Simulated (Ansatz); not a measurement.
```yaml
crystal:
  periodic: [false, false, false]
  atoms:
    - {symbol: D, position_ang: [-1.348001, -2.030534, -0.323596]}
    - {symbol: Sb, position_ang: [-1.298659, -0.593577, 0.947207]}
    - {symbol: Si, position_ang: [0.333215, 0.798382, -0.531440]}
    - {symbol: Cl, position_ang: [0.482296, -1.411488, 2.242242]}
    - {symbol: H, position_ang: [1.412300, -0.106043, -0.995574]}
    - {symbol: H, position_ang: [0.885020, 1.899170, 0.301297]}
    - {symbol: H, position_ang: [-0.404872, 1.375992, -1.685935]}
basis:
  gaussian: {orbitals: def2-mTZVP}
hamiltonian: {xc: {name: PBEsol}, dispersion: d3bjatm}
scf: {lower_state_search: light}
```

```sh
$ ansatz run in.yaml --threads 4 --pin off --events-out ev --progress --plain --max-ram 10444MiB
```

How does Ansatz answer? (Estimate.)

Computed: The input was rejected before any iteration.
```
Error: YAML parse error: error: line 4 column 16: `D` is not an element symbol (H … Og, case-exact)
 --> <input>:4:16
2 |   periodic: [false, false, false]
3 |   atoms:
4 |     - {symbol: D, position_ang: [-1.348001, -2.030534, -0.323596]}
5 |     - {symbol: Sb, position_ang: [-1.298659, -0.593577, 0.947207]}
6 |     - {symbol: Si, position_ang: [0.333215, 0.798382, -0.531440]}
```
